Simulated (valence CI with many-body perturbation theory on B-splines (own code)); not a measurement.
Cu VII: what the settings do

Computed by configuration interaction combined with many-body perturbation theory (CI+MBPT): five valence electrons over a frozen Dirac-Fock core [Ar], a basis of 6 s, 6 p, 5 d, 5 f, 1 g functions for each j, with the one-electron correlation potential Σ1, the two-electron term Σ2, the three-electron term Σ3, Breit, model QED; selected CI, second order for the rest, scaled by the run's own slope (own B-spline code, finite nucleus).

Against 21 measured levels this calculation errs by 485 cm⁻¹ on average and by 1886 at most. Among the levels kept, up to 400 cm⁻¹ of a level comes from second order outside the variational space, and about a tenth of that is noise between levels of different J, which matters for small intervals. Only levels of the ground parity were solved; by the run's estimate the other parity begins above the list, which can be wrong where configurations are misplaced.

The reference run has the lowest level 3d5 6S_5/2 and an ionisation energy of 137.492 eV. Its largest variational space holds 10101 state functions.

Changed runs:
A. highest l in the core sums 6 → 4; logarithmic knot step 0.27 → 0.33
B. hole-hole ladder in Σ2 on → off
C. correlating orbitals by l 3 3 3 3 1 → 2 6 1 4 0
D. correlating orbitals by l 3 3 3 3 1 → 2 2 1 1 0; natural orbitals for correlation on → off (bad on purpose)

Excitation energies of the reference run in cm⁻¹, and shifts in cm⁻¹:

```tsv
Level	Reference	A	B	C	D
3d5 4G_11/2	45594	+9.1	-509	+1180	+2328
3d5 4G_5/2	45656	+7.0	-480	+1188	+2362
3d5 4G_7/2	45716	+8.2	-498	+1187	+2350
3d5 4G_9/2	45722	+9.2	-511	+1183	+2333
3d5 4P_5/2	51154	-198	+3958	+1035	+3973
3d5 4P_3/2	51502	-199	+4017	+1020	+3981
3d5 4P_1/2	51879	-206	+4340	+983	+4055
3d5 4D_7/2	55599	-109	+1745	+1490	+3321
3d5 4D_1/2	56090	-113	+2107	+1465	+3349
3d5 4D_3/2	56342	-120	+2433	+1433	+3431
3d5 4D_5/2	56343	-123	+2488	+1425	+3465
3d5 2I_11/2	65891	+95	-2371	+1671	+3040
Ionisation energy (eV)	137.492	+0.093	-0.256	-0.012	+0.350
```
